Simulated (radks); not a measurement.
Problem. All-electron atom: Pb3+ in [Xe] 4f14 5d10 6s1. Calculated with a radial shooting solver on a logarithmic mesh with Libxc functionals: Dirac Kohn-Sham, RPBE, spin-unpolarised, spherical densities, point nucleus.

Spin-orbit splittings of the eigenvalues, e(l+1/2) - e(l-1/2), with zeta = 2 splitting/(2l+1) and mean radii in bohr:

| shell | occ. | splitting (eV) | zeta (eV) | <r> j=l-1/2 | <r> j=l+1/2 |
|---|---|---|---|---|---|
| 2p | 6 | ? | ? | 0.05488 | 0.06380 |
| 3p | 6 | 488.6 | 325.7 | 0.1644 | 0.1807 |
| 3d | 10 | 103.9 | 41.58 | 0.1570 | 0.1619 |
| 4p | 6 | 119.6 | 79.72 | 0.3853 | 0.4198 |
| 4d | 10 | 22.32 | 8.926 | 0.4245 | 0.4356 |
| 4f | 14 | 5.032 | 1.438 | 0.4507 | 0.4571 |
| 5p | 6 | 22.32 | 14.88 | 0.9128 | 1.004 |
| 5d | 10 | 2.664 | 1.066 | 1.251 | 1.293 |

Estimate the 2p splitting.

Solution. 2190 eV (zeta = 1460 eV).
